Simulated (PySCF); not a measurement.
Compound: C5H3F4 (doublet state).
Structure used (GFN2-xTB), in Å, numbered top down from 1:
```xyz
12
C5H3F4 angstrom
F     -0.5979    0.3911   -2.3592
C     -0.7134    0.0071   -1.0996
C     -1.7392   -0.1113   -0.1807
C     -0.8861   -0.5950    0.8058
C      0.3255   -0.4990   -0.1182
C      1.3740    0.5120    0.3121
F      2.0431    0.0929    1.3974
F      2.2895    0.7326   -0.6406
F      0.8434    1.7011    0.6235
H     -2.7919    0.0865   -0.2219
H     -0.9775   -0.8862    1.8284
H      0.8318   -1.4325   -0.3730
```

The hyperfine couplings belong to this conformer and change with its torsions.

Identity: `C(F)(F)([C@@H]1[C](F)C=C1)F` [radical].

Computed with UKS B3LYP, pcH-1 on C F H, non-relativistic, mean-field spin-orbit, GIAO in PySCF 2.14.0. Geometry: GFN2-xTB; no solvent, vibrations or thermal averaging. The geometry wasn't refined by DFT: couplings that depend on bond lengths, twists or pyramidal angles can differ widely from those at the functional's own minimum. The SCF solution wasn't tested for stability. ⟨S²⟩ is 0.776 where a pure state has 0.75.

Largest spin populations (Mulliken): C4 (+0.72), C2 (+0.56), C3 (-0.25) and C5 (-0.08). The positive populations add up to 1.36 and the negative ones to -0.36, together 2S = 1. The angles at C4 add up to 359.9°, so it is planar; its axial dipolar tensor and the negative coupling of its proton fit spin in a p orbital normal to that plane.

Problem. Test a(H) = Q·ρ(C) for the protons on planar carbons with a spin population beyond ±0.08.

Solution. 
```json
{"H": "H10", "C": "C3", "ρ(C)": "-0.247", "a(H) (G)": "+3.74", "a/ρ (G)": "-15.2"}
{"H": "H11", "C": "C4", "ρ(C)": "+0.724", "a(H) (G)": "-18.73", "a/ρ (G)": "-25.9"}
```

A least-squares line through the origin gives Q = -24.8 G with Mulliken populations. In McConnell's picture π spin on carbon polarises the C–H bond and leaves opposite spin at the proton, which makes Q negative, as found here. Where ρ is negative the coupling is positive.

Couplings in gauss use g_iso = 2.0032.

Hardware: one thread of an Arm Neoverse V2, shared host. Cost: 60 s of wall time (with the writing of density and orbital grids), 0.96 GiB resident at most.

The SMILES draws the unpaired electron on C2; the largest computed Mulliken spin population is on C4 (0.72 against 0.56).
